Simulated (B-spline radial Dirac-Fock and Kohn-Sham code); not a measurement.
The computed values come from a radial B-spline solver: Dirac-Hartree-Slater photoionisation with all multipoles and Dirac-Fock thresholds. Kinetic energies are from the vacuum level. Open shells are spread statistically over j, without multiplet splitting. Without correlation, outer binding energies are uncertain by a few eV, most for open f shells.

**Question.** A free atom or ion in its tabulated ground configuration is ionised with 4000 eV photons and gives these photoelectron lines. Identify it and assign the lines.

```
kinetic energy (eV)  relative cross section
             2151.3                   100.0
             3838.6                     5.9
             3891.6                    0.65
             3892.1                     1.3
             3986.0                    0.49
             3992.9                   0.013
             3992.9                   0.025
```

**Answer.** Si, [Ne] 3s2 3p2. Binding energies are hν less the kinetic energy: 1s 1848.7 eV, 2s 161.4 eV, 2p1/2 108.4 eV, 2p3/2 107.9 eV, 3s 14.01 eV, 3p1/2 7.12 eV, 3p3/2 7.09 eV.

**Question.** A free atom or ion in its tabulated ground configuration is ionised with 2000 eV photons and gives these photoelectron lines. Identify it and assign the lines.

```
kinetic energy (eV)  relative cross section
              73.96                    67.9
              136.4                   100.0
             1343.8                     3.0
             1447.4                     3.6
             1515.2                     8.3
             1685.5                     9.4
             1697.9                    13.4
             1865.2                    0.61
             1899.1                    0.61
             1909.5                     1.3
             1912.5                     4.0
             1914.7                     5.1
             1950.4                    0.18
             1951.3                    0.25
```

**Answer.** W⁴⁺, [Xe] 4f14 5d2. Binding energies are hν less the kinetic energy: 3d3/2 1926.0 eV, 3d5/2 1863.6 eV, 4s 656.2 eV, 4p1/2 552.6 eV, 4p3/2 484.8 eV, 4d3/2 314.5 eV, 4d5/2 302.1 eV, 5s 134.8 eV, 5p1/2 100.9 eV, 5p3/2 90.53 eV, 4f5/2 87.47 eV, 4f7/2 85.34 eV, 5d3/2 49.61 eV, 5d5/2 48.70 eV.
